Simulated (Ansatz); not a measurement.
`[SiH3]O/C=C\S` at its PBE0-D4/def2-TZVP geometry, where that method's forces vanish. Total charge 0; spin multiplicity 1.

```xyz
11

Si    0.5787    1.8257    0.4103
O     0.3918    0.2685   -0.1201
C    -0.6812   -0.5153    0.1588
C    -0.7722   -1.7670   -0.2784
S     0.4043   -2.6127   -1.2460
H     0.5859    1.8668    1.8960
H    -0.5342    2.6760   -0.0873
H     1.8756    2.2766   -0.1377
H    -1.4746   -0.0768    0.7585
H    -1.6505   -2.3468   -0.0286
H     1.2763   -1.5951   -1.3253
```

(1) What forces (eV/Å) does r2SCAN-D4/def2-TZVPP give on these atoms in Ansatz? (Best estimate.)

## Answers

(1) Ansatz gave: 
```
Si1  0.012  0.086  0.029
O2   0.250  0.104 -0.096
C3  -0.245  0.100  0.171
C4  -0.095 -0.236 -0.043
S5   0.054 -0.072 -0.057
H6   0.000  0.005 -0.032
H7   0.026 -0.014  0.013
H8  -0.035 -0.008  0.016
H9   0.002  0.013  0.005
H10  0.018  0.005 -0.006
H11  0.014  0.018  0.000
```
